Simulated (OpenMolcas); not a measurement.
Ga II: from CASSCF to CASPT2

* Program: OpenMolcas 26.06
* Basis: ANO-RCC-VDZP [5s4p2d]
* Scalar Hamiltonian: DKH2, point nucleus
* Active space: 2 electrons in 4 orbitals (4s 4p)
* State averaging: 2S+1 = 3 even, 3 roots; 2S+1 = 1 even, 7 roots kept (CI in the orbitals of an earlier block); 2S+1 = 3 odd, 3 roots; 2S+1 = 1 odd, 3 roots kept (CI in the orbitals of an earlier block)
* Spin-orbit coupling: state interaction with AMFI integrals over the reference wave functions, term energies averaged over their components

Methods on the same reference wave functions:
A. CASSCF
B. SS-CASPT2, IPEA 0.25 Eh, imaginary shift 0.1 Eh (closed shells correlated: 3d)
C. MS-CASPT2, IPEA 0.25 Eh, imaginary shift 0.1 Eh (closed shells correlated: 3d)

Energies in cm⁻¹ above 4s² ¹S₀, the measured ground level; measured values from NIST Handbook of Basic Atomic Spectroscopic Data.

| Level | A | B | C | Measured |
| --- | --- | --- | --- | --- |
| 4s² ¹S₀ | 0.0 | 0.0 | 0.0 | 0.0 |
| 4s 4p ³P°₀ | 42985 | 44437 | 44468 | 47368 |
| 4s 4p ³P°₁ | 43397 | 44847 | 44878 | 47814 |
| 4s 4p ³P°₂ | 44252 | 45703 | 45735 | 48750 |
| 4s 4p ¹P°₁ | 76678 | 74464 | 74495 | 70701 |
| 4p² ³P₀ | 110155 | 112089 | 112120 |  |
| 4p² ³P₁ | 110605 | 112543 | 112574 |  |
| 4p² ³P₂ | 111375 | 113306 | 113337 |  |
| 4p² ¹D₂ | 119451 | 120263 | 120295 | 107721 |
| 4p² ¹S₀ | 138150 | 137786 | 137849 |  |

Deviations, from unrounded energies. A percentage is the sum of absolute deviations over the sum of measured energies, with the sign that they share, or ± where signs differ.

```tsv
Against measurement	Levels	A	B	C
mean absolute deviation (cm-1)	5	6200	5000	5000
other configurations (%)	5	±9.6	±7.8	±7.8
```

B, C lie about equally close to measurement and A furthest from it. The largest miss of C in the table is 4p² ¹D₂, by +13000 cm-1. The ranking rests on the paired levels alone, and a cruder setting can come out closer through cancelling errors.

Between B and C the level of the table that moves most is 4p² ¹S₀, by 63 cm-1 (lowest in B, highest in C).

The lowest spin-free term lies below A's lowest term by 0.203 hartree in B, 0.203 hartree in C.

Terms from blocks run as CI alone lack orbitals of their own. The ¹D term of p² mixes with s d, which this space lacks. Without dynamic correlation excited terms often stand tens of per cent too high (terms of higher spin than the ground term too low), and those without a measured partner can miss by more than the paired ones (holds for A). Computed and measured levels are paired by configuration, term and J; levels that our copy of the source lacks, or whose pairing is in doubt (as where it misses far off the trend of its configuration), stay unpaired and out of the deviations. Levels of configurations outside the active space are missing.

° marks odd parity.
